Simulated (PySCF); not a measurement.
Sn(OH)4, SMILES [OH][Sn]([OH])([OH])[OH], B3LYP/def2-SVP optimised geometry.

```
9

O     -1.75    -1.65    -1.57
Sn    -0.89    -0.82     0.00
O      1.09    -0.82     0.00
O     -1.44     1.08     0.00
O     -1.45    -1.88     1.57
H     -1.84    -1.02    -2.30
H      1.44    -1.63     0.39
H     -0.79     1.63     0.46
H     -2.33    -2.26     1.43
```

Density from B3LYP/def2-TZVP, def2 effective core potentials past Kr in PySCF 2.14.0 at that geometry. The core electrons that the potentials of Sn replace are not part of the density.

Minimum of the electron density along straight lines between bonded atoms, close to the bond critical point (lines longer than 1.1 times the sum of covalent radii, or with two minima, are not listed):

```csv
bond,length / Å,ρ at the minimum / e bohr⁻³,∇²ρ there / e bohr⁻⁵,position (fraction from the first atom)
O1–Sn2,1.978,0.119,0.46,0.49
Sn2–O3,1.978,0.119,0.46,0.51
Sn2–O4,1.978,0.119,0.46,0.51
Sn2–O5,1.978,0.119,0.46,0.51
O1–H6,0.969,0.350,-2.30,0.80
O3–H7,0.969,0.350,-2.30,0.80
O4–H8,0.969,0.350,-2.30,0.80
O5–H9,0.969,0.350,-2.30,0.80
```
